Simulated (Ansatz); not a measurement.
Total energies of Si(tBu)2Me2 (C10H24Si) from Ansatz at PBE-D4/def2-SVP, gas phase (1 Eh = 27.2114 eV = 2625.5 kJ/mol). The reference geometry is relaxed at PBE-D4/def2-SVP.

```csv
state,geometry,energy (Eh)
charge 0 singlet,reference,-683.97394
charge 1 doublet,reference,-683.66830
charge 1 doublet,relaxed at PBE-D4/def2-SVP,-683.68663
free Si atom (triplet),–,-289.12416
free C atom (triplet),–,-37.75124
free H atom (doublet),–,-0.49863
```

Problem. Work out the vertical ionisation energy to the doublet.

Solution. E(charge 1 doublet) − E(charge 0 singlet) = -683.66830 − (-683.97394) = 0.30564 Eh = 8.32 eV. For comparison, −ε of the highest occupied level is 5.89 eV at this level, 2.43 eV less.

Problem. How much does the charge 1 doublet relax, and what is the adiabatic ionisation energy?

Solution. Relaxation: -683.66830 − (-683.68663) = 0.01833 Eh = 0.50 eV. Adiabatic ionisation energy: 0.28731 Eh = 7.82 eV, without zero-point energy. 

Problem. What is the binding energy per atom against free atoms?

Solution. Atoms: 1 × (-289.12416) + 10 × (-37.75124) + 24 × (-0.49863) = -678.60368 Eh. Binding: -678.60368 − (-683.97394) = 5.37026 Eh = 146.13 eV, or 4.18 eV for each of 35 atoms (no zero-point energy, no counterpoise term).
